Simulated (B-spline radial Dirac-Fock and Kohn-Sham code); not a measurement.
**I⁵⁺: non-radiative channels of the 4p1/2 vacancy**

System: I⁵⁺, [Kr] 4d10 5s2.

Method: a relativistic independent-particle model: LDA orbitals of the hole state, radiative multipoles to third order, Auger rates from the Coulomb interaction with a continuum orbital, Dirac-Fock energies. Computed with a radial finite-basis atomic code. Kinetic energies are configuration averages from the vacuum level; the two-hole energies are estimated from single-hole states.

| transition | kinetic energy (eV) | width (meV) | share (%) |
| --- | --- | --- | --- |
| N2-N4O1 | 7.46 | 541 | 87.1 |
| N2-N5O1 | 9.20 | 79.3 | 12.8 |

Coster-Kronig rates are the weakest part of this model and often come out 1.5 to 2.5 times too large. Channels within a few eV of threshold rest on estimated energies and may be closed in reality. The listed channels hold 100 % of the non-radiative rate. Summed by principal shells, of 0.622 eV in all: NNO 99.8 %.
